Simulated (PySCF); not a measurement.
Isomers of C6H13PS, from PBE0-D3(BJ)/def2-SVP geometry optimisation, gas phase in PySCF 2.14.0. One conformer each, no zero-point energy, no frequencies.

Task: Which isomer lies lowest at this level?
A. `[CH3:1][C@@H:2]1[CH2:3][CH2:4][P@@H:5](=[S:6])[C@@H:7]1[CH3:8]` with C1–C2–C3–C4 -75°, C2–C3–C4–P5 -33°, C3–C4–P5–S6 -119°, C4–P5–C7–C8 152°: A = 2277, B = 1085, C = 845.5 MHz, dipole 4.90 D
B. `[CH2:1]=[CH:2][P@@:3]([CH3:4])(=[S:5])[CH:6]([CH3:7])[CH3:8]` with C1–C2–P3–C4 -126°, C2–P3–C6–C7 -64°: A = 1605, B = 1173, C = 1083 MHz, dipole 4.35 D
C. `[CH3:1][CH2:2][P:3]1[CH2:4][CH2:5][S:6][CH2:7][CH2:8]1` with C1–C2–P3–C4 -175°, C2–P3–C4–C5 163°, P3–C4–C5–S6 -69°, C4–C5–S6–C7 60°, C5–S6–C7–C8 -60°: A = 2976, B = 861.2, C = 733.1 MHz, dipole 1.41 D

Result: A. That is `[C@H]1(CC[P@@H](=S)[C@@H]1C)C`, 12.4 kcal/mol below the next.

```tsv
SMILES	mapped SMILES	E (Eh)	relative (kcal/mol)	relative (kJ/mol)	dipole (D)
C[C@@H]1CC[P@@H](=S)[C@@H]1C	[CH3:1][C@@H:2]1[CH2:3][CH2:4][P@@H:5](=[S:6])[C@@H:7]1[CH3:8]	-975.10826	0.0	0.0	4.90
C=C[P@@](C)(=S)C(C)C	[CH2:1]=[CH:2][P@@:3]([CH3:4])(=[S:5])[CH:6]([CH3:7])[CH3:8]	-975.08853	12.4	51.8	4.35
CCP1CCSCC1	[CH3:1][CH2:2][P:3]1[CH2:4][CH2:5][S:6][CH2:7][CH2:8]1	-975.08298	15.9	66.4	1.41
```
